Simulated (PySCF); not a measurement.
**Two-component Hartree-Fock for Tc (technetium, neutral)**

Start: [Kr] 4d7; 4d3/2 filled at m_j = +1/2, +3/2; 4d5/2 filled at m_j = -3/2, -1/2, +1/2, +3/2, +5/2. Calculated with PySCF 2.14 in x2c-TZVPall-2c with one added diffuse shell each of s, p, d type (9s10p8d1f, 86 functions): generalised Hartree-Fock with the X2C-1e Hamiltonian and a Gaussian nucleus; one run each with spin-orbit coupling (SO) switched off, then screened by Boettger's factors. This is a chosen level, not necessarily the ground level.

```tsv
spinor shell	electrons	ε, spin-free (eV)	ε, screened SO (eV)	weight of nominal j (screened SO)	rms radius, screened SO (bohr)
1s1/2	2	-21153.9	-21152.6	1.000	0.0394
2s1/2	2	-3090.1	-3089.7	1.000	0.162
2p1/2	2	-2758.4	-2840.1	1.000	0.141
2p3/2	4	-2758.4	-2720.1	1.000	0.145
3s1/2	2	-566.35	-566.21	1.000	0.442
3p1/2	2	-454.50	-468.68	1.000	0.439
3p3/2	4	-454.50	-447.76	1.000	0.450
3d3/2	4	-273.63	-276.08	0.993	0.433
3d5/2	6	-273.63	-271.82	0.995	0.437
4s1/2	2	-83.581	-83.522	1.000	1.14
4p1/2	2	-50.627	-54.372	0.808	1.27
4p3/2	4	-50.627	-48.751	0.904	1.29
4d5/2	5	-6.948	-7.619	0.557	2.08
4d3/2	2	-6.948	-5.221	0.649	2.35
```

```tsv
quantity	spin-free	screened SO
E (hartree)	-4282.63789	-4283.19573
M_J	9/2	9/2
⟨J²⟩	24.918	24.922
⟨L²⟩	12.143	12.209
⟨S²⟩	3.775	3.761
```

Each row is a mean over spinors that exchange with the open shell spreads, by up to 6.723 eV (4p3/2).

Rows whose weight is well below 1 are mixtures of j = l ± 1/2: exchange outweighs spin-orbit coupling there, and the label is only the starting occupation.

⟨J²⟩ departs a little from M_J(M_J + 1) because the unrestricted spinors polarise the closed shells.

Breit and QED terms are absent; they matter most for the inner s and p1/2 levels.

Densities and radii are taken from the X2C orbitals without a picture-change correction, which distorts them close to the nucleus.

Without spin-orbit coupling the j labels of p, d and f shells carry no meaning; the spin-free column gives the mean over the occupied spinors of each nl shell, and its ⟨J²⟩ belongs to a mixture of degenerate components.
